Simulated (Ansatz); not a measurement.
Consider the hydrogenolysis of a B–O bond: `OBB[SiH3]` + H₂ → `BB[SiH3]` + H₂O.

Calculated with Ansatz (gas phase, PBE0-D4/def2-TZVP geometries, no zero-point term in ΔE). CBS: MP2 limit from def2 TZ/QZ plus the TZ coupled-cluster correction, frozen cores. This one scheme is used for every species. Functionals use def2-TZVPP. HSE06 is defined as in plane-wave codes. Each species was taken in one conformer, which may not be the lowest.

`OBB[SiH3]`:

```xyz
10

O     2.185    0.857    0.467
B     1.165    0.076    0.904
B     0.149   -0.789   -0.085
Si   -1.543   -0.025   -0.862
H     2.656    1.301    1.176
H     0.940    0.013    2.096
H     0.355   -1.946   -0.329
H    -1.963    1.280   -0.283
H    -1.245    0.196   -2.310
H    -2.697   -0.964   -0.773
```

H₂:

Cartesian coordinates in Å:
```
H 0.316 0.077 -0.182
H -0.316 -0.077 0.182
```

`BB[SiH3]`:

Z-matrix (Å, degrees):
```
Si
B 1 2.026
H 1 1.490 2 108.6
H 1 1.490 2 108.5 3 117.8
H 1 1.487 2 114.8 3 -121.1
B 2 1.608 1 116.2 3 121.3
H 2 1.197 1 115.0 3 -58.7
H 6 1.201 2 121.8 1 86.8
H 6 1.201 2 121.8 1 -86.9
```

H₂O:

```xyz
3

O     0.019    0.384    0.060
H    -0.650   -0.225    0.380
H     0.631   -0.160   -0.440
```

```csv
species,HSE06-D4 energy (Eh)
`OBB[SiH3]`,-417.78248
H₂,-1.16802
`BB[SiH3]`,-342.53657
H₂O,-76.37741
```

Task: Work out ΔE.

Result: ΔE = (-342.53657) + (-76.37741) − (-417.78248) − (-1.16802) = 0.03652 Eh = +0.99 eV. CCSD(T)/CBS gives +1.01 eV.

Task: What do rigid-rotor, harmonic-oscillator terms from PBE0-D4/def2-TZVP frequencies (298.15 K, 1 bar) make of the CCSD(T)/CBS value? (An estimate is asked.)

Result: The calculation gave: ΔZPE = +0.09 eV, ΔH = +1.09 eV, ΔS = 37 J/(mol·K), ΔG = +0.97 eV.

Largest T1 diagnostic among the species: 0.015.

In def2-TZVPP, CCSD(T) changes the Hartree–Fock value by +0.09 eV (the triples alone add +0.03 eV) and MP2 by +0.12 eV. Leaving LDA and LC-ωPBE aside and taking each functional with its dispersion term where it has one, the values, not all of them listed here, spread over 0.07 eV, from HSE06-D4 to CAM-B3LYP-D4. LDA lies +0.07 eV from PBE without D4.
